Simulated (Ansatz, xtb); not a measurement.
**Two isomers of C3H4BrGeNO**

We compare a, `[GeH3][c]1cnc(Br)o1`, a singlet, with b, `[GeH3][c]1ncc(Br)o1`, a singlet. Both are isolated molecules in the gas phase, relaxed with PBE-D3(BJ)/def2-SVP.

Quicker runs give these differences E(b) − E(a): GFN2-xTB −0.014 eV; HF/STO-3G −0.009 eV (at GFN2-xTB geometries); r2SCAN-D4/def2-SVP +0.039 eV (at GFN2-xTB geometries).

**Question.** Estimate E(b) − E(a) at the level CCSD(T)/def2-SVP + ΔMP2/def2-TZVPP.

**Answer.** CCSD(T)/def2-SVP + ΔMP2/def2-TZVPP gives E(b) − E(a) = +0.039 eV, slightly favouring structure a, which is too small a margin to settle the true order.

How the difference moves with the method:

```json
{"level": "GFN2-xTB", "geometry": "GFN2-xTB", "E(b) − E(a) (eV)": "−0.014", "departure from the last row (eV)": "−0.053", "job, with rough time for the two": "optimisation, 0.49 s"}
{"level": "HF/STO-3G", "geometry": "GFN2-xTB", "E(b) − E(a) (eV)": "−0.009", "departure from the last row (eV)": "−0.048", "job, with rough time for the two": "single point, 2.7 s"}
{"level": "r2SCAN-D4/def2-SVP", "geometry": "GFN2-xTB", "E(b) − E(a) (eV)": "+0.039", "departure from the last row (eV)": "0.000", "job, with rough time for the two": "single point, 7.2 s"}
{"level": "PBE-D3(BJ)/def2-SVP", "geometry": "PBE-D3(BJ)/def2-SVP", "E(b) − E(a) (eV)": "+0.032", "departure from the last row (eV)": "−0.007", "job, with rough time for the two": "optimisation, 1.7 min"}
{"level": "HF/def2-SVP", "geometry": "PBE-D3(BJ)/def2-SVP", "E(b) − E(a) (eV)": "+0.067", "departure from the last row (eV)": "+0.028", "job, with rough time for the two": "part of the CCSD(T) run"}
{"level": "MP2/def2-SVP", "geometry": "PBE-D3(BJ)/def2-SVP", "E(b) − E(a) (eV)": "+0.041", "departure from the last row (eV)": "+0.002", "job, with rough time for the two": "part of the CCSD(T) run"}
{"level": "CCSD(T)/def2-SVP", "geometry": "PBE-D3(BJ)/def2-SVP", "E(b) − E(a) (eV)": "+0.043", "departure from the last row (eV)": "+0.004", "job, with rough time for the two": "single point"}
{"level": "CCSD(T)/def2-SVP + ΔMP2/def2-TZVPP", "geometry": "PBE-D3(BJ)/def2-SVP", "E(b) − E(a) (eV)": "+0.039", "departure from the last row (eV)": "", "job, with rough time for the two": "single point, 3.4 min"}
```

As drawn, both hold the same kinds of bond in the same numbers.

The largest departure from CCSD(T)/def2-SVP + ΔMP2/def2-TZVPP is that of GFN2-xTB, 0.053 eV. The last row adds to CCSD(T) the change of the MP2 difference between the two basis sets, here −0.004 eV.

With thermal terms from frequencies at re-optimised GFN2-xTB minima (ideal gas, soft modes damped towards free rotors, one conformer each, 298.15 K, 1 atm): on the last row, ΔE + ΔZPE = +0.037, ΔH = +0.039, ΔG = +0.035 eV.

The correlated steps freeze 23 core orbitals; the filled d shell of Br and Ge is correlated, in a basis made for valence electrons. Programs: Ansatz 0.2.0, xtb 6.7.1; the last row on 2 threads of Intel(R) Xeon(R) Processor @ 2.70GHz on a shared host.
